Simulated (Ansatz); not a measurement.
One change: `[SiH3][O][Zn][O][SiH3]` becomes `[F][Zn][O][SiH3]`.

Ansatz, PBE0-D4/def2-TZVP geometries, multiplicity 1. Each molecule was computed in one conformer, which needn't be the lowest.

Scalar relativity is left out up to krypton.

```
                                          property  `[SiH3][O][Zn][O][SiH3]`
size of the dipole moment (ωB97M-V/def2-TZVPP) / D                      0.14
              HOMO–LUMO gap (PBE0/def2-TZVPP) / eV                      6.84
    size of the dipole moment (PBE/def2-TZVPP) / D                      0.07
             HOMO–LUMO gap (B3LYP/def2-TZVPP) / eV                      6.33
                 HOMO energy (PBE/def2-TZVPP) / eV                     -6.93
  size of the dipole moment (B3LYP/def2-TZVPP) / D                      0.16
```

Give the same properties after the change, and the shifts. (Estimate.)

Computed: 
| property | `[F][Zn][O][SiH3]` | shift |
| --- | --- | --- |
| size of the dipole moment (ωB97M-V/def2-TZVPP) / D | 0.68 | 0.54 |
| HOMO–LUMO gap (PBE0/def2-TZVPP) / eV | 6.92 | 0.08 |
| size of the dipole moment (PBE/def2-TZVPP) / D | 0.67 | 0.60 |
| HOMO–LUMO gap (B3LYP/def2-TZVPP) / eV | 6.36 | 0.03 |
| HOMO energy (PBE/def2-TZVPP) / eV | -7.18 | -0.25 |
| size of the dipole moment (B3LYP/def2-TZVPP) / D | 0.76 | 0.60 |

With PBE0 the HOMO falls by 0.25 eV and the LUMO falls by 0.17 eV, so the gap widens by about 0.08 eV. PBE moves the HOMO by -0.25 eV and ωB97M-V by -0.23 eV. Dipoles are sizes alone; their direction can turn.

B3LYP here is the variant with VWN-RPA as its local correlation; programs differ in this.
